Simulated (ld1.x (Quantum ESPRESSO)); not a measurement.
## An all-electron radial function and its pseudo partner (N (Z = 7))

Columns: radius, all-electron u(r) and pseudo u(r) of the 2p shell (level -13.45 eV) of nitrogen in the configuration [He] 2s2 2p2.5; PBE, non-relativistic, ultrasoft scheme, ld1.x (Quantum ESPRESSO) 7.5.

```
r (bohr)  all-electron  pseudo
   0.105        0.0837  0.0111
   0.210        0.2423  0.0436
   0.315        0.4041  0.0952
   0.420        0.5424  0.1621
   0.525        0.6499  0.2396
   0.630        0.7282  0.3225
   0.735        0.7794  0.4053
   0.840        0.8070  0.4827
   0.945        0.8154  0.5502
   1.050        0.8089  0.6045
   1.155        0.7912  0.6432
   1.260        0.7653  0.6656
   1.365        0.7337  0.6721
   1.470        0.6985  0.6643
   1.575        0.6611  0.6448
   1.680        0.6228  0.6165
   1.785        0.5843  0.5827
   1.890        0.5463  0.5462
   1.995        0.5094  0.5094
   2.100        0.4738  0.4738
   2.205        0.4398  0.4398
   2.310        0.4075  0.4075
   2.415        0.3771  0.3771
   2.520        0.3484  0.3484
   2.625        0.3216  0.3216
   2.730        0.2965  0.2965
```

(1) How many radial nodes do the two functions have?

(2) At about which radius was the pseudo-wave matched?

(3) Where does each function peak?

(4) Is the pseudo-wave norm-conserving?

Results:

(1) The all-electron 2p function has n − l − 1 = 0; the pseudo-wave has 0.

(2) 2.10 bohr. The columns agree to 0.0005 from 1.89 bohr on; several derivatives are matched, so the curves merge somewhat inside the radius.

(3) Outermost all-electron maximum near 0.94 bohr, pseudo maximum near 1.36 bohr (to the table’s step).

(4) No, it belongs to an ultrasoft set: the norm inside the radius is not constrained, and the difference is carried by the augmentation charge.
